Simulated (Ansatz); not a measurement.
Geometry optimisation, Ansatz 0.2.0, RKS PBE/def2-SVP.

Input:

```yaml
crystal:
  periodic: [false, false, false]
  atoms:
    - { symbol: Hf, position_ang: [0.0, 0.0, 0.0] }
    - { symbol: F, position_ang: [0.0, 0.0, 2.33] }
    - { symbol: F, position_ang: [1.8671, 0.0, -0.6593] }
    - { symbol: F, position_ang: [-0.9326, 1.6157, -0.6593] }
    - { symbol: F, position_ang: [-0.9326, -1.6157, -0.6593] }
    - { symbol: S, position_ang: [-2.7046, 0.0, 0.8987] }
    - { symbol: H, position_ang: [-3.4602, -0.8728, 0.1067] }
    - { symbol: H, position_ang: [-1.3065, 0.0, 2.1468] }
basis:
  gaussian: { orbitals: def2-SVP }
hamiltonian:
  xc: pbe
relax:
  f_tol: 0.15
  max_steps: 25
  restrain:
    - { distance: [0, 5], at: 2.55, k: 30.0 }
    - { distance: [7, 1], at: 0.92, k: 30.0 }
    - { distance: [0, 1], at: 3.18, k: 30.0 }
    - { distance: [7, 5], at: 2.6, k: 30.0 }
output:
  orbitals: {}
```

Command:

```bash
$ ansatz run input.yaml --threads 4 --pin off --max-ram 5120MiB --backend cpu --events-out ev --progress --plain --runs-dir out
```

Task: Where does it end, and by what steps?

Result: The run converged. The restraints hold the end off the free minimum; the threshold counts their pulls, which the force column leaves out. Restrained pairs: Hf1–S6 (2.85 → 2.54 Å), F2–H8 (1.32 → 0.94 Å), Hf1–F2 (2.33 → 3.17 Å), S6–H8 (1.87 → 2.59 Å). After 17 steps the energy has fallen by 1.988 eV (the restraints' own energy left out); F4 moved furthest, 1.55 Å.

```
step  energy less start (eV)  largest force component (eV/Å)  accepted
   0                  0.0000                           2.797       yes
   1                  0.0984                           2.476       yes
   2                  0.1526                           1.833       yes
   3                 -0.4125                           2.390       yes
   4                 -0.9596                           0.663       yes
   5                 -1.3433                           0.691       yes
   6                 -1.5909                           0.621       yes
   7                 -1.7247                           0.381       yes
   8                 -1.7853                           0.427       yes
   9                 -1.8115                           0.413       yes
  10                 -1.8427                           0.858       yes
  11                 -1.9074                           0.464       yes
  12                 -1.9400                           0.479       yes
  13                 -1.9095                           1.224        no
  14                 -1.9693                           0.460       yes
  15                 -1.9816                           0.509       yes
  16                 -1.9856                           0.476        no
  17                 -1.9881                           0.545       yes
```

```xyz
8
Properties=species:S:1:pos:R:3
Hf -0.513 0.182 -0.445
F -0.170 -1.083 2.439
F 1.087 0.964 0.245
F -0.821 1.063 -2.108
F -0.439 -1.679 -0.871
S -2.514 0.705 1.019
H -3.154 -0.433 0.603
H -0.946 -0.592 2.623
```

Run time: 14 s on 4 threads of Intel(R) Xeon(R) 6975P-C (Granite Rapids), with other jobs on the host, peak memory 0.19 GiB.
